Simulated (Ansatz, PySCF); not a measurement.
Three-fold rotor about C1–C2 in C2H8Ge (SMILES C[CH2][GeH3]); single points on GFN2-xTB geometries with the dihedral held.
Staggered geometry (60°) (charge 0, multiplicity 1):
```xyz
11

C     -1.33230     0.55899     0.15526
C     -0.38435    -0.62025    -0.02039
Ge     0.67521    -0.49673    -1.68103
H     -2.03508     0.61224    -0.67478
H     -0.77698     1.49511     0.18724
H     -1.90129     0.46730     1.07932
H     -0.95265    -1.55252    -0.02991
H      0.29636    -0.67642     0.83150
H      1.49642     0.75266    -1.71435
H     -0.20325    -0.47079    -2.89105
H      1.61192    -1.65337    -1.83178
```

Correlated levels freeze the cores. Filled d and f shells under p-block atoms count as core. CBS: X⁻³ extrapolation of the correlation energy, Hartree–Fock from the larger set. MP2 and its Hartree–Fock in cc-pVQZ are density fitted. Rows in 6-31G* carry no dispersion term and start afresh at each structure (6-31G* with six Cartesian d functions); the Pople sets are all-electron and without relativity.

Programs: Ansatz (Gaussian orbitals); PySCF for 6-31G* rows. 

Energies above the staggered point (kcal/mol):

```json
[
 {"dihedral (°)": "0", "PBE/def2-TZVPP": "2.567", "B3LYP/6-31G*": "2.791", "MP2/CBS(cc-pVTZ, cc-pVQZ) + ΔCCSD(T)/cc-pVTZ": "2.644"},
 {"dihedral (°)": "20", "PBE/def2-TZVPP": "1.831", "B3LYP/6-31G*": "1.993", "MP2/CBS(cc-pVTZ, cc-pVQZ) + ΔCCSD(T)/cc-pVTZ": "1.871"},
 {"dihedral (°)": "40", "PBE/def2-TZVPP": "0.563", "B3LYP/6-31G*": "0.618", "MP2/CBS(cc-pVTZ, cc-pVQZ) + ΔCCSD(T)/cc-pVTZ": "0.568"},
 {"dihedral (°)": "60", "PBE/def2-TZVPP": "0.000", "B3LYP/6-31G*": "0.000", "MP2/CBS(cc-pVTZ, cc-pVQZ) + ΔCCSD(T)/cc-pVTZ": "0.000"},
 {"dihedral (°)": "80", "PBE/def2-TZVPP": "0.559", "B3LYP/6-31G*": "0.607", "MP2/CBS(cc-pVTZ, cc-pVQZ) + ΔCCSD(T)/cc-pVTZ": "0.576"},
 {"dihedral (°)": "100", "PBE/def2-TZVPP": "1.826", "B3LYP/6-31G*": "1.982", "MP2/CBS(cc-pVTZ, cc-pVQZ) + ΔCCSD(T)/cc-pVTZ": "1.876"},
 {"dihedral (°)": "120", "PBE/def2-TZVPP": "2.567", "B3LYP/6-31G*": "2.794", "MP2/CBS(cc-pVTZ, cc-pVQZ) + ΔCCSD(T)/cc-pVTZ": "2.643"}
]
```

Moments of inertia of the two ends about the bond: 3.137 and 263.446 u Å².

Problem. Fit V = V₃/2 (1 − cos 3φ) + V₆/2 (1 − cos 6φ), φ counted from the staggered point, and estimate the harmonic torsional frequency.

Solution. 
V₃ is the energy at φ = 60°; at φ = 20° (mean of both sides) V = 0.25 V₃ + 0.75 V₆. The reduced moment I₁I₂/(I₁ + I₂) = 3.100 u Å² gives F = 16.8576/I = 5.437 cm⁻¹ (a rough rule where the frame isn't a symmetric top). Near the minimum V = kφ²/2 with k = (9V₃ + 36V₆)/2, and ω = √(2Fk), with 1 kcal/mol = 349.755 cm⁻¹.
- PBE/def2-TZVPP: V₃ = 2.57, V₆ = -0.108 kcal/mol, k = 3360 cm⁻¹/rad², ω = 191 cm⁻¹
- B3LYP/6-31G*: V₃ = 2.79, V₆ = -0.114 kcal/mol, k = 3674 cm⁻¹/rad², ω = 200 cm⁻¹
- MP2/CBS(cc-pVTZ, cc-pVQZ) + ΔCCSD(T)/cc-pVTZ: V₃ = 2.64, V₆ = -0.119 kcal/mol, k = 3414 cm⁻¹/rad², ω = 193 cm⁻¹

Ansatz is a first-principles code.
